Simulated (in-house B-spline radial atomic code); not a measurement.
**Binding energies in the technetium ion Tc³⁺**

NIST's tabulated ground configuration is [Kr] 4d4; each binding energy is the energy of the ion with one electron taken from that subshell, relaxed, less that of the parent. Method: Dirac-Hartree-Fock, average of configuration, Fermi nucleus of rms radius 4.41117 fm. Calculated with a radial B-spline atomic code at the basis-set limit. Energies include first-order Breit, QED and recoil terms.

```csv
subshell,X-ray name,binding energy (eV),-ε (eV),relaxation (eV)
1s,K,21089.9,21206.2,57.6
2s,L1,3094.9,3129.7,29.1
2p1/2,L2,2841,2878.5,32.0
2p3/2,L3,2724.5,2759.5,31.2
3s,M1,593.5,604.5,10.2
3p1/2,M2,495.4,506.5,10.4
3p3/2,M3,475.4,485.9,10.1
4s,N1,118.1,120.3,2.1
4p1/2,N2,86.55,88.49,1.85
4p3/2,N3,83.53,85.32,1.74
4d,"N4,5",40.61,41.53,0.94
```

Relaxation = -ε minus the binding energy without Breit, QED and recoil terms.

Emission lines follow as differences of binding energies, with λ = 12398.42 eV·Å / E:

```
 line       holes  energy (eV)  wavelength (Å)
 K-L3  1s → 2p3/2      18365.4          0.6751
 K-L2  1s → 2p1/2      18248.9         0.67941
 K-M3  1s → 3p3/2      20614.5         0.60144
L1-M3  2s → 3p3/2       2619.5          4.7331
L3-M1  2p3/2 → 3s       2131.0          5.8181
```

Q: What screening constant σ does Moseley's law, E = (3/4)·13.6057 eV·(Z - σ)², need for K-L3?

A: σ = 0.58.

Moseley's non-relativistic formula needs a falling, then negative, screening constant for heavy elements, because relativity binds the 1s electron more strongly than the formula allows.

Q: What does it cost to remove both a 1s and a 3p3/2 electron?

A: 21618 eV, which is 53.2 eV more than the two single binding energies together.

Q: What does it cost to remove both a 2s and a 2p1/2 electron?

A: 6037.2 eV, which is 101.3 eV more than the two single binding energies together.

Q: What does it cost to remove both a 3p3/2 and a 3p1/2 electron?

A: 1007.8 eV, which is 37.02 eV more than the two single binding energies together.
